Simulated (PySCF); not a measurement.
C3H9AlO.

```xyz
14

Al    -0.1022    -0.1778     1.2253
H     -1.1717    -1.2650     1.6818
C      1.2526     0.5900     2.3890
H      1.8814     1.3223     1.8597
H      1.9127    -0.1921     2.8010
H      0.7928     1.0970     3.2542
O     -0.1563     0.3495    -0.3949
C     -0.9061     0.0644    -1.5350
C     -0.0535    -0.5874    -2.6050
H     -1.7684    -0.5917    -1.2982
H     -1.3312     1.0065    -1.9293
H      0.3429    -1.5532    -2.2537
H     -0.6385    -0.7685    -3.5201
H      0.8012     0.0575    -2.8596
```
Charge 0, spin multiplicity 1.

Geometry: PBE0-D3(BJ)/def2-SVP. The structure was generated by enumeration; whether it is a known compound was not checked. Other conformers were not sampled.

Level of theory: PBE/pcSseg-1 in PySCF. Non-relativistic, no solvent.

Computed absolute GIAO shielding of each atom: isotropic value and principal components (ppm):
```tsv
atom	σ(iso)	σ11	σ22	σ33	span
Al1	349.5	280.1	332.3	436.1	156.0
H2	26.3	23.1	24.2	31.5	8.4
C3	191.0	180.6	191.9	200.5	19.9
H4	31.4	26.7	29.3	38.3	11.5
H5	31.6	27.8	28.6	38.4	10.5
H6	31.6	27.8	28.5	38.5	10.7
O7	186.5	36.6	215.7	307.2	270.6
C8	114.2	83.4	100.8	158.6	75.2
C9	155.7	135.9	151.7	179.5	43.6
H10	26.8	22.1	27.3	31.0	9.0
H11	26.9	21.8	27.0	32.0	10.2
H12	30.2	27.4	28.8	34.3	6.9
H13	30.1	26.7	27.3	36.3	9.6
H14	29.7	26.8	28.0	34.3	7.5
```
